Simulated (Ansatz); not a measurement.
Program: Ansatz 0.2.0.

Basis-set series for C₈H₁₆HfN₂O, SMILES `C[O][Hf]1234([NH2])([N](C)C)[C@H]5[C@@H]1[C@@H]2[C@@H]3[C@H]54`. Total charge 0; spin multiplicity 1. Hf: def2 effective core potential. The structure was optimised at the PBE0-D4/def2-TZVP level. It is one conformer, not always the lowest.

| functional | basis | functions | energy (Eh) | HOMO (eV) | LUMO (eV) |
| --- | --- | --- | --- | --- | --- |
| PBE0-D4 | def2-SVP | 266 | -546.43244 | -5.64 | 0.20 |
| PBE0-D4 | def2-TZVPP | 621 | -546.99884 | -5.70 | 0.13 |
| ωB97M-V | def2-SVP | 266 | -546.69672 | -7.86 | 2.00 |
| ωB97M-V | def2-TZVPP | 621 | -547.28855 | -7.91 | 1.43 |

**Question.** Give the rows for def2-QZVPP. (Estimate.)

**Answer.** The calculation gave: 
| functional | basis | functions | energy (Eh) | HOMO (eV) | LUMO (eV) |
| --- | --- | --- | --- | --- | --- |
| PBE0-D4 | def2-QZVPP | 1188 | -547.02726 | -5.73 | 0.07 |
| ωB97M-V | def2-QZVPP | 1188 | -547.31558 | -7.94 | 0.95 |

Positive LUMOs are unbound and depend on the basis.
